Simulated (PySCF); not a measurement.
A structure optimised at r2SCAN-D4/def2-SVP, used in a PySCF frequency run:

```xyz
11

C     -2.5367    -0.6806    -1.0685
O     -1.6227     0.3884    -0.8866
Sn     0.1563    -0.0082    -0.1391
N      1.2432    -1.1839    -1.3864
Cl     1.0619     2.1064     0.3017
Cl    -0.0959    -1.2327     1.8461
H     -2.1729    -1.4308    -1.7958
H     -2.7737    -1.1994    -0.1208
H     -3.4712    -0.2486    -1.4617
H      1.9731    -1.6714    -0.8613
H      1.7087    -0.6299    -2.1089
```
Charge 0, spin multiplicity 1.

Problem. Write its SMILES and formula.

Solution. C[O][Sn]([NH2])([Cl])[Cl], CH5Cl2NOSn

Problem. What are its rotational constants (standard atomic weights)?

Solution. 1.4745, 1.1748, 0.95581 GHz
